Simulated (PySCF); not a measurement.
A calculated (PBE0, PySCF 2.14, x2c-TZVPPall, scalar relativity by spin-free X2C-1e) atom or ion has these occupied shells.

| shell | electrons | orbital energy (eV) | rms radius, mean of both spins (bohr) |
| --- | --- | --- | --- |
| 1s α | 1 | -40294.0 | 0.0280 |
| 1s β | 1 | -40294.0 | 0.0280 |
| 2s α | 1 | -6479.9 | 0.114 |
| 2s β | 1 | -6479.9 | 0.114 |
| 2p α | 3 | -5808.6 | 0.102 |
| 2p β | 3 | -5808.6 | 0.102 |
| 3s α | 1 | -1407.6 | 0.297 |
| 3s β | 1 | -1407.3 | 0.297 |
| 3p α | 3 | -1192.2 | 0.297 |
| 3p β | 3 | -1191.9 | 0.297 |
| 3d α | 5 | -882.72 | 0.275 |
| 3d β | 5 | -882.42 | 0.275 |
| 4s α | 1 | -290.44 | 0.677 |
| 4s β | 1 | -289.56 | 0.677 |
| 4p α | 3 | -219.24 | 0.719 |
| 4p β | 3 | -218.31 | 0.719 |
| 4d α | 5 | -115.19 | 0.802 |
| 4d β | 5 | -114.12 | 0.802 |
| 5s α | 1 | -43.695 | 1.61 |
| 5s β | 1 | -42.891 | 1.61 |
| 5p α | 3 | -25.311 | 1.88 |
| 5p β | 3 | -24.463 | 1.88 |
| 4f α | 1 | -8.153 | 1.23 |
| 5d α | 1 | -4.573 | 3.37 |
| 6s α | 1 | -4.258 | 4.57 |
| 6s β | 1 | -4.045 | 4.57 |

(1) Name the element and its charge.

Results:

(1) Ce (cerium, neutral), in [Xe] 4f1 5d1 6s2, one real determinant.
